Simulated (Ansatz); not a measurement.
`[BH2][AlH][SiH3]` + `FCS` → `FC([SiH3])S` + `[BH2][AlH2]`  (formal exchange of groups at the Si–Al bond)

Gas-phase electronic energies from Ansatz, PBE0-D4/def2-TZVP geometries. CCSD(T)/CBS is the MP2 limit (def2-TZVPP, def2-QZVPP) plus CCSD(T) − MP2 in def2-TZVPP, frozen cores. This one scheme is used for every species. Each species was taken in one conformer, which may not be the lowest.

`[BH2][AlH][SiH3]`:

Z-matrix (Å, degrees):
```
Si
Al 1 2.466
H 1 1.493 2 109.9
H 1 1.491 2 113.3 3 -119.7
H 1 1.492 2 111.9 3 118.8
B 2 2.109 1 120.7 3 107.7
H 2 1.595 1 117.5 3 -71.3
H 6 1.200 2 122.8 1 90.1
H 6 1.200 2 122.6 1 -87.7
```

`FCS`:

Z-matrix (Å, degrees):
```
C
S 1 1.789
F 1 1.375 2 113.1
H 1 1.090 2 110.8 3 121.5
H 1 1.092 2 106.3 3 -118.9
H 2 1.342 1 96.6 3 -76.4
```

`FC([SiH3])S`:

```xyz
9

F     1.511    0.442    1.129
C     0.664   -0.427    0.451
Si   -0.225    0.499   -0.950
S    -0.491   -1.240    1.551
H     1.280   -1.240    0.054
H    -0.912   -0.497   -1.808
H     0.757    1.274   -1.751
H    -1.216    1.416   -0.331
H    -1.369   -0.227    1.656
```

`[BH2][AlH2]`:

Z-matrix (Å, degrees):
```
B
Al 1 2.115
H 1 1.200 2 122.9
H 1 1.200 2 122.9 3 -180.0
H 2 1.594 1 121.0 3 90.1
H 2 1.594 1 121.0 3 -89.9
```

| species | CCSD(T)/CBS(def2) energy (Eh) |
| --- | --- |
| `[BH2][AlH][SiH3]` | -559.42478 |
| `FCS` | -537.40796 |
| `FC([SiH3])S` | -827.68200 |
| `[BH2][AlH2]` | -269.14094 |

Problem. Work out ΔE.

Solution. ΔE = (-827.68200) + (-269.14094) − (-559.42478) − (-537.40796) = 0.00980 Eh = +25.7 kJ/mol.

Largest T1 diagnostic among the species: 0.013.

Leaving LDA and LC-ωPBE aside and taking each functional with its dispersion term where it has one, the values, not all of them listed here, spread over 17.8 kJ/mol, from ωB97M-V to PBE-D4. LDA lies −7.3 kJ/mol from PBE without D4. From BLYP to BHLYP (50 % exact exchange), in def2-TZVPP and without D4, ΔE moves by −3.9 kJ/mol.
